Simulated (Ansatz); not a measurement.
Cu₄S₃. Charge 0, multiplicity 1. Geometry r2SCAN-D4/def2-SVP; atoms count from 1.

Cartesian coordinates in Å:
```
Cu -0.6697 -1.4401 0.5085
Cu -1.2869 0.1209 -1.0542
Cu 1.4744 -0.5231 0.5785
Cu 0.8574 1.0376 -0.9847
S 0.5675 1.4749 1.2488
S 0.5825 -1.2499 -1.4780
S -1.5251 0.5797 1.1812
```

Another isomer (singlet) lies 0.09 eV lower at PBE0-D4/def2-TZVP; other spin states weren't run for this one.

Q: Estimate the Mulliken populations from the PBE0/def2-TZVP orbitals of Ansatz.

A: 
| atom | charge (e) | d electrons |
| --- | --- | --- |
| Cu1 | 0.22 | 9.86 |
| Cu2 | 0.22 | 9.86 |
| Cu3 | 0.22 | 9.86 |
| Cu4 | 0.22 | 9.86 |
| S5 | -0.23 | – |
| S6 | -0.43 | – |
| S7 | -0.23 | – |
Mulliken values depend strongly on the basis.

Q: And the Mayer bond orders between heavy atoms (over 0.3)?

A: Cu1–S6 0.58 (2.36 Å); Cu1–S7 0.64 (2.29 Å); Cu2–S6 0.58 (2.36 Å); Cu2–S7 0.64 (2.29 Å); Cu3–S5 0.64 (2.29 Å); Cu3–S6 0.58 (2.36 Å); Cu4–S5 0.64 (2.29 Å); Cu4–S6 0.58 (2.36 Å); S5–S7 0.99 (2.28 Å).
